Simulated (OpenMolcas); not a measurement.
Mn3+: moving or changing the point charges

Mn3+ among 5 point charges of -2 e arranged as a trigonal bipyramid (D3h), 1.86 Å from the ion, with the axial distance 1.600 Å.
```
   1.8600    0.0000    0.0000  -2.00
  -0.9300    1.6108    0.0000  -2.00
  -0.9300   -1.6108    0.0000  -2.00
   0.0000    0.0000    1.5996  -2.00
   0.0000    0.0000   -1.5996  -2.00
```

- Program: OpenMolcas 26.06
- Method: CASSCF
- Basis: ANO-RCC-VDZP [5s4p2d1f]
- Scalar Hamiltonian: DKH2, point nucleus
- Active space: 4 electrons in 5 orbitals (3d)
- State averaging: 2S+1 = 5 even, 5 roots; 2S+1 = 3 even, 45 roots; 2S+1 = 1 even, 50 roots
- Spin-orbit coupling: state interaction with AMFI integrals over the reference wave functions

Runs around this geometry, states (labels of D3, the rotations of D3h). Energies in cm-1 above the lowest state or level, χT in cm3 K/mol.

```
R (Å)  q (e)  Axial / equatorial distance  Ground state  First state of that spin  First gap with spin-orbit (degeneracies)  χT at 300 K  First state of another spin
 1.86     -1                         0.86           5A1                   5E 4814                                8.1 (1, 2)        2.823                     3E 24626
 1.86     -2                         0.86           5A1                   5E 8862                                5.1 (1, 2)        2.908                     3E 24578
 1.94     -2                         0.86           5A1                   5E 7525                                5.7 (1, 2)        2.890                     3E 24653
 1.86     -2                         0.93           5A1                   5E 6775                                6.2 (1, 2)        2.876                     3E 24571
```

Taking the first state of the same spin as R^-n, n = -ln(7525 / 8862) / ln(1.94 / 1.86) = 3.9 between the shortest and longest distance.

Scaling the charges by -1 / -2 = 0.50 scales the first state of the same spin by 4814 / 8862 = 0.54; with fixed orbitals a first-order splitting would follow the charge.

Without dynamic correlation the repulsion within the d shell is too large (B by tens of per cent), so at a given field states of lower spin stand too high. This is an electrostatic model: the charges have no orbitals. No measured value stands beside these numbers.
